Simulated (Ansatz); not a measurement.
Mulliken charges of C2H6SSi (`C=C[SiH2]S`) from r2SCAN/def2-TZVPP in Ansatz (PBE0-D4/def2-TZVP geometry).

| atom | x (Å) | y (Å) | z (Å) | charge (e) |
| --- | --- | --- | --- | --- |
| C1 | -1.427 | 0.940 | -0.350 | -0.123 |
| C2 | -0.377 | 0.692 | 0.429 | -0.213 |
| Si3 | 0.493 | -0.945 | 0.413 | 0.432 |
| S4 | 2.554 | -0.753 | -0.131 | -0.284 |
| H5 | -1.828 | 0.187 | -1.023 | 0.082 |
| H6 | -1.936 | 1.901 | -0.350 | 0.082 |
| H7 | -0.010 | 1.482 | 1.082 | 0.074 |
| H8 | -0.241 | -1.839 | -0.521 | -0.081 |
| H9 | 0.557 | -1.559 | 1.764 | -0.076 |
| H10 | 2.297 | -0.159 | -1.309 | 0.107 |

**Question.** By hand: the dipole of these point charges (1 e Å = 4.8032 D).

**Answer.** Σ q r = (-0.343, 0.074, -0.097) e Å, of length 0.364 e Å = 1.75 D.

**Question.** How does the dipole of the full density compare? (An estimate is asked.)

**Answer.** Ansatz gave: (-0.282, 0.207, -0.118) e Å, 1.77 D; the point charges give 0.99 times that, at 23° from its direction.

Point charges leave out the atoms' own dipoles, such as those of lone pairs, and Mulliken's split depends on the basis, so the two needn't agree.
